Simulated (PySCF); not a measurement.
C2H7IOSi, SMILES C[Si](C)(O)I.

Geometry optimised at PBE0-D3(BJ)/def2-SVP. A frequency run showed that this geometry is not a minimum. The def2 effective core potentials stand for the cores of I; spin–orbit coupling is left out. One conformer was computed; it need not be the lowest.

Two levels are set side by side: TDDFT-PBE/def2-SVPD (PySCF) and TDDFT-CAM-B3LYP/def2-SVPD (PySCF). Vertical, same geometry. The lowest singlet is HOMO→LUMO 79 %, HOMO→LUMO+1 21 % with PBE and HOMO→LUMO+1 65 %, HOMO→LUMO 21 % with the other functional; states are paired by order. Differences are taken from unrounded values.

```tsv
quantity	TDDFT-CAM-B3LYP
lowest singlet excitation (eV)	6.03
lowest triplet excitation (TDA) (eV)	5.59
```

Task: What does TDDFT-PBE give, and how far is it from TDDFT-CAM-B3LYP? (The exact figures need the calculation; the answer reports its results.)

Result: 
| quantity | TDDFT-PBE | TDDFT-PBE minus TDDFT-CAM-B3LYP |
|---|---|---|
| lowest singlet excitation (eV) | 5.42 | -0.60 |
| lowest triplet excitation (TDA) (eV) | 5.16 | -0.43 |

Functionals without exact exchange tend to place singlet excitations lower, as here. Differences between two approximate levels are no errors against the true value.

Rough cost on one machine, each run with all the roots and properties that it gave: TDDFT-CAM-B3LYP against TDDFT-PBE about 8 times.
